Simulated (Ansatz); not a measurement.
Reactions of CH₇BClNSi, SMILES `BN[SiH](C)Cl`.

Isolated molecules relaxed with PBE0-D4/def2-TZVP in Ansatz; ΔE leaves out vibrations. CCSD(T)/CBS adds triple-zeta CCSD(T) − MP2 to the extrapolated MP2 energy (def2 sets, frozen cores). Functionals use def2-TZVPP. For Ge outer-core shells are correlated without core-valence functions, which leaves a few kJ/mol of doubt a bond. Scalar relativity is left out up to krypton. Each species was taken in one conformer, which may not be the lowest.

```
                                                                 reaction  PBE0-D4 (kJ/mol)  r2SCAN-D4 (kJ/mol)  CCSD(T)/CBS(def2) (kJ/mol)
                      `BN[SiH](C)Cl` + `CSC=N` → `BN=CSC` + `C[SiH](N)Cl`                 8                   5                          19
   `BN[SiH](C)Cl` + `O[SiH2][GeH3]` → `C[SiH](Cl)[SiH2]O` + `B[NH][GeH3]`                71                  74                          74
                `BN[SiH](C)Cl` + `N[SiH2]F` → `BN[SiH2]F` + `C[SiH](N)Cl`                 3                   3                           3
`BN[SiH](C)Cl` + `Cl[SiH]1N[SiH2]1` → `BN1[SiH2][SiH]1Cl` + `C[SiH](N)Cl`                18                  19                          19
```

Largest T1 diagnostic: 0.015, for `BN=CSC`.
